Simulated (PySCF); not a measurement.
Gas-phase equilibrium of 1 mol SnCl4, 0.14 mol H2O at 1400 K and 10.0 bar, among 27 species (ClO, SnCl4, O2, HCl, O, SnH2, HO2, SnO, SnHCl3, SnCl3, H2O, H, HOCl, H2O2, O3, H2, SnH4, SnCl2, SnH2Cl2, Cl, Cl2, SnO2, SnH3Cl, Sn2O2, SnHCl, Sn(OH)2, OH). Only gases are allowed; each row takes one source of thermochemistry for all species, and Cantera finds the minimum.

Computed with PySCF and rigid-rotor harmonic-oscillator thermochemistry at 1 bar. † marks an energy on the PBE0/def2-TZVP geometry and frequencies; other levels use their own. Open shells (unrestricted) among the columns below: O2 (multiplicity 3), SnCl3 (multiplicity 2); the rest are closed-shell singlets. B3LYP is the form with VWN-RPA correlation. Sn: scalar-relativistic def2 core potential, no spin-orbit coupling. SnCl3: computed as isolated molecules; such fragments, hydroxides, amides, oligomers or adducts are transient or little studied in the gas. The harmonic model lacks anharmonicity and excited electronic states, which grow with temperature; levels with a mode under 35 cm⁻¹ are left out. Soft modes under 120 cm⁻¹ make the harmonic entropy rough for SnCl4, SnCl3, SnCl2.

Molecules larger than those listed are left out. Also missing: (SnO)n, which can matter at low temperature or high pressure.

With B3LYP/def2-TZVP† thermochemistry: SnCl4 0.57, HCl 0.19, SnCl2 0.14, O2 0.048, Cl2 0.042, H2O 0.0039, SnCl3 0.0025.

Question: How far does the composition move with the other sources (PBE/def2-SVP, PBE/def2-TZVP†, PBE0/def2-QZVP†, PBE0/def2-TZVP, r2SCAN/def2-TZVP†)?

Answer: 
```csv
thermochemistry,x SnCl4,x HCl,x SnCl2,x O2,x Cl2,x H2O,x SnCl3
B3LYP/def2-TZVP†,0.57,0.19,0.14,0.048,0.042,0.0039,0.0025
PBE/def2-SVP,0.63,0.20,0.11,0.050,0.0077,0.0023,0.0052
PBE/def2-TZVP†,0.59,0.19,0.13,0.047,0.034,0.0063,0.0035
PBE0/def2-QZVP†,0.69,0.15,0.079,0.037,0.0056,0.034,0.0021
PBE0/def2-TZVP,0.68,0.16,0.084,0.040,0.0045,0.027,0.0021
r2SCAN/def2-TZVP†,0.69,0.16,0.078,0.039,0.0015,0.030,0.0033
```
The most sensitive of these is Cl2: it spans a factor of 10^1.4 over these rows; at this temperature one factor of ten is RT ln 10 = 27 kJ/mol.
